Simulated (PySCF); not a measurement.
**The electron affinity along the 3d series**

Calculated with PySCF 2.14 from differences of total energies of unrestricted determinants, without spin-orbit coupling. Values in eV. The last column holds reference values (measured affinities from photodetachment; the arrow runs from anion to atom). Unmarked ones compare directly (S terms, centres of terms, or small fine structure); those marked * lie between the lowest fine-structure levels and include a spin-orbit shift.

| element | configurations | MP2 (valence) | CCSD (valence) | CCSD(T) (valence) | LDA | PBE | r2SCAN | reference |
| --- | --- | --- | --- | --- | --- | --- | --- | --- |
| Ti (dyall-av2z, non-relativistic) | [Ar] 3d3 4s2 → [Ar] 3d2 4s2 | -0.625 | -0.303 | -0.204 | 1.090 | 0.892 | 0.971 | 0.076 * |
| V (dyall-av2z, non-relativistic) | [Ar] 3d4 4s2 → [Ar] 3d3 4s2 | -0.051 | 0.188 | 0.290 | 1.701 | 1.366 | 1.185 | 0.528 * |
| Fe (dyall-av2z, non-relativistic) | [Ar] 3d7 4s2 → [Ar] 3d6 4s2 | -0.211 | -0.372 | -0.124 | 1.259 | 1.127 | n/a | 0.153 * |
| Co (dyall-av2z, non-relativistic) | [Ar] 3d8 4s2 → [Ar] 3d7 4s2 | 0.573 | 0.167 | 0.456 | 1.968 | 1.649 | 1.276 | 0.662 * |
| Ni (dyall-av2z, non-relativistic) | [Ar] 3d9 4s2 → [Ar] 3d8 4s2 | 1.402 | 0.695 | 1.023 | 2.621 | 2.082 | 1.295 | 1.157 * |
| Cu (dyall-av2z, non-relativistic) | [Ar] 3d10 4s2 → [Ar] 3d10 4s1 | 0.792 | 0.965 | 1.117 | 1.497 | 1.294 | 1.149 | 1.236 |

Q: Fill in the row of Cr (dyall-av2z, non-relativistic) ([Ar] 3d5 4s2 → [Ar] 3d5 4s1).

A: MP2 (valence) 0.107; CCSD (valence) 0.475; CCSD(T) (valence) 0.575; LDA 0.673; PBE 0.431; r2SCAN 0.331; reference 0.676 (eV).

The highest occupied level of the anion is positive for Ti⁻ at LDA, PBE, r2SCAN; V⁻ at LDA, PBE, r2SCAN; Cr⁻ at LDA, PBE, r2SCAN; Fe⁻ at LDA, PBE, r2SCAN; Co⁻ at LDA, PBE, r2SCAN; Ni⁻ at LDA, PBE, r2SCAN; Cu⁻ at LDA, PBE, r2SCAN, so there the basis helps to hold the electron.

"Valence" correlates the outer s and p shells and, in groups 3 to 12 and the f block, the outer d or f shell, open or full, or the next shell where the ion has no valence electron left; the wider scheme adds the next inner shell.
